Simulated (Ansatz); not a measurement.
C$_{9}$H$_{18}$ (`CCCC1CCCCC1`). The species carries charge 0 and has multiplicity 1. The structure was optimised at the PBE0-D4/def2-TZVP level. It is one conformer, not always the lowest.

```xyz
27

C     1.229   -1.979    2.109
C    -0.205   -1.480    2.172
C    -0.855   -1.283    0.808
C    -0.191   -0.266   -0.112
C    -0.834   -0.307   -1.507
C    -0.642    0.994   -2.293
C     0.663    1.670   -1.904
C     0.629    2.097   -0.432
C    -0.234    1.160    0.421
H     1.895   -1.248    1.645
H     1.620   -2.188    3.108
H     1.298   -2.903    1.526
H    -0.809   -2.196    2.739
H    -0.242   -0.546    2.742
H    -1.902   -0.986    0.949
H    -0.884   -2.250    0.290
H     0.866   -0.544   -0.220
H    -1.904   -0.516   -1.401
H    -0.413   -1.149   -2.066
H    -1.470    1.681   -2.086
H    -0.675    0.795   -3.367
H     0.862    2.534   -2.544
H     1.489    0.970   -2.073
H     0.244    3.118   -0.350
H     1.649    2.122   -0.036
H     0.094    1.202    1.463
H    -1.278    1.497    0.419
```

(1) What is the dipole moment at r2SCAN/def2-TZVPP? (Estimate.)

(2) Give the Mulliken charges with r2SCAN, PBE, ωB97M-V in def2-TZVPP. (An estimate is asked.)

Results:

(1) Computed: 0.03 D, zero by symmetry or nearly so.

(2) Ansatz gave: 
| atom | r2SCAN | PBE | ωB97M-V |
| --- | --- | --- | --- |
| C1 | -0.16 | -0.26 | -0.32 |
| C2 | -0.03 | -0.10 | -0.18 |
| C3 | -0.07 | -0.12 | -0.22 |
| C4 | 0.26 | 0.14 | -0.07 |
| C5 | -0.19 | -0.20 | -0.20 |
| C6 | -0.01 | -0.09 | -0.21 |
| C7 | -0.03 | -0.10 | -0.20 |
| C8 | -0.09 | -0.15 | -0.19 |
| C9 | -0.11 | -0.14 | -0.22 |
| H10 | 0.04 | 0.08 | 0.10 |
| H11 | 0.04 | 0.08 | 0.11 |
| H12 | 0.04 | 0.07 | 0.10 |
| H13 | 0.02 | 0.06 | 0.10 |
| H14 | 0.02 | 0.05 | 0.08 |
| H15 | 0.01 | 0.04 | 0.10 |
| H16 | 0.02 | 0.05 | 0.10 |
| H17 | 0.00 | 0.03 | 0.11 |
| H18 | 0.02 | 0.05 | 0.09 |
| H19 | 0.03 | 0.06 | 0.10 |
| H20 | 0.02 | 0.05 | 0.10 |
| H21 | 0.02 | 0.06 | 0.09 |
| H22 | 0.02 | 0.06 | 0.10 |
| H23 | 0.02 | 0.05 | 0.10 |
| H24 | 0.02 | 0.06 | 0.09 |
| H25 | 0.02 | 0.06 | 0.09 |
| H26 | 0.03 | 0.05 | 0.10 |
| H27 | 0.03 | 0.05 | 0.12 |
